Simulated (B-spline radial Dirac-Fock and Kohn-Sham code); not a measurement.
## Energy-loss ionisation edge N2 of Xe

System: the free xenon atom, configuration 1s2 2s2 2p6 3s2 3p6 3d10 4s2 4p6 4d10 5s2 5p6. The computed values come from an atomic code on a B-spline grid: the first Born approximation with generalised oscillator strengths from a Dirac-Hartree-Slater potential (longitudinal and transverse terms; continuum final states only, so no white lines or fine structure). The edge is taken at 146.7 eV (tabulated value).

Input file task.json (cfg lists n, l and occupation; rrms is the nuclear radius in fm):

```json
{"items": [{
  "Z": 54,
  "q": 0,
  "cfg": [[1, 0, 2], [2, 0, 2], [2, 1, 6], [3, 0, 2], [3, 1, 6], [3, 2, 10], [4, 0, 2], [4, 1, 6], [4, 2, 10], [5, 0, 2], [5, 1, 6]],
  "A": 132,
  "rrms": 4.7859,
  "do": "eels",
  "beams": [[60, 10], [60, 20], [60, 50], [80, 10], [80, 20], [80, 50], [80, 100], [100, 50], [120, 20], [120, 50], [200, 50], [300, 5], [300, 20], [300, 50]],
  "edges": {"N2": 146.7}
}]}
```

Launch: `python xray2_run.py task.json out`

Partial cross sections σ(β, Δ) in barn, integrated over a window Δ above the edge and up to the collection semi-angle β, for parallel illumination:

```csv
E₀ (kV),β (mrad),Δ = 25 eV,Δ = 50 eV,Δ = 100 eV,Δ = 200 eV,Δ = 300 eV
60,10,1370,2110,3030,4120,4690
60,20,2920,4210,5590,7230,8170
60,50,6760,9700,12500,15600,17300
80,10,1310,2000,2850,3870,4420
80,20,2790,3990,5250,6740,7590
80,50,5730,8290,10800,13600,15200
80,100,6240,9120,12000,15600,17900
100,50,5010,7280,9510,12100,13700
120,20,2630,3750,4880,6200,6960
120,50,4480,6530,8580,11000,12500
200,50,3320,4860,6450,8390,9640
300,5,667,1030,1500,2090,2420
300,20,2330,3370,4400,5590,6280
300,50,?,?,?,?,?
```

Q: Give the row for 300 kV and 50 mrad.

A: 2700 b for 25 eV, 3970 b for 50 eV, 5290 b for 100 eV, 6930 b for 200 eV, 7990 b for 300 eV.
